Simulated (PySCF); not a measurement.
## Two probes of the same atoms: core binding energy and nuclear shielding

Species: C₄H₆OSi.
Bonds: Si1–C2, C2–C3 (aromatic), C3–C4 (aromatic), C4–C5 (aromatic), C5–O6 (aromatic), C2–O6 (aromatic). Hydrogens: H7, H8, H9 on Si1; H10 on C3; H11 on C4; H12 on C5.

Binding energies: delta-SCF UKS SCAN, pcX-2 on the ionised atom, pcseg-1 elsewhere, spin-free X2C (PySCF). Shieldings: GIAO PBE/pcSseg-2, non-relativistic, same geometry.

```tsv
atom	isotropic shielding (ppm)
C2	25.9
C3	47.3
C4	62.4
C5	25.1
```

Task: What are the C 1s binding energies of these atoms?

Result: 
```csv
atom,environment,C 1s (eV),isotropic shielding (ppm)
C3,aromatic CH carbon,290.41,47.3
C4,aromatic CH carbon,290.49,62.4
C2,substituted aromatic carbon,291.15,25.9
C5,aromatic CH next to a ring oxygen,291.61,25.1
```

By binding energy: C3 < C4 < C2 < C5. By shielding: C5 < C2 < C3 < C4.

Isolated species at its PBE0-D3(BJ)/def2-SVP geometry, gas phase.
